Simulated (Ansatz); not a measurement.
`C[S][Al]([F])[F]` + `CC1=C(F)[SiH2]1` → `C[S][Al]([CH3])[F]` + `FC1=C(F)[SiH2]1`  (redistribution)

Isolated molecules relaxed with PBE0-D4/def2-TZVP in Ansatz; ΔE leaves out vibrations. CCSD(T)/CBS is the MP2 limit (def2-TZVPP, def2-QZVPP) plus CCSD(T) − MP2 in def2-TZVPP, frozen cores. DFT in def2-TZVPP. B3LYP here is the variant with VWN-RPA as its local correlation; programs differ in this. One conformer a species, not always the lowest.

```csv
level,ΔE (eV),difference from CCSD(T)/CBS
PBE-D4,2.34,-0.28
r2SCAN-D4,2.48,-0.14
PBE0-D4,2.44,-0.18
ωB97X-V,2.48,-0.14
B3LYP,2.50,-0.12
HF/def2-TZVPP,2.67,0.05
CCSD(T)/def2-TZVPP,2.58,-0.04
HF/CBS(def2),2.69,0.07
MP2/CBS(def2),2.75,0.13
CCSD/CBS(def2),2.65,0.03
CCSD(T)/CBS,2.62,0
```

Largest T1 diagnostic among the species: 0.014.

From PBE to PBE0 (25 % exact exchange), in def2-TZVPP and without D4, ΔE moves by +0.10 eV.
